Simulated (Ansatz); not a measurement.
Molecule: sum formula TaO2F (charge 0, singlet). 
Geometry from a B3LYP-D3(BJ)/def2-TZVP (Ansatz, an electronic-structure program) optimisation:
SMILES: [O]=[Ta](=[O])[F]
```xyz
4

Ta     0.0398    -0.0535    -0.1459
O     -1.3777    -0.9594     0.3002
O     -0.4690     1.5933    -0.3875
F      1.3190    -0.1299     1.2607
```

CCSD(T) with Ansatz in growing basis sets, 24 correlated electrons. Correlated levels leave the core frozen unless marked. Open shells are spin-unrestricted. Spin-orbit coupling is left out. The frozen core is the preceding noble-gas configuration, with the filled d and f shells of earlier blocks. In def2 rows, elements after Kr have scalar-relativistic effective core potentials. Costs are ratios of core time to the smallest set, on shared machines of one kind, and rough; they hold the program's checks for lower states.

| basis | functions | cost over smallest | E(corr) (Eh) | electronic atomisation energy (kcal/mol) |
|---|---|---|---|---|
| def2-SVPD | 104 | 1× | -0.7789 | 453.4 |
| def2-TZVPPD | 179 | 4× | -0.9403 | 473.0 |

Formally CCSD grows as o²v⁴ and (T) as o³v⁴; with o = 12 and v going from 85 to 160 both grow 13-fold in the last step, while integrals and the mean field grow more slowly. That step adds 161.4 mEh of correlation energy and 19.7 kcal/mol to the atomisation energy.
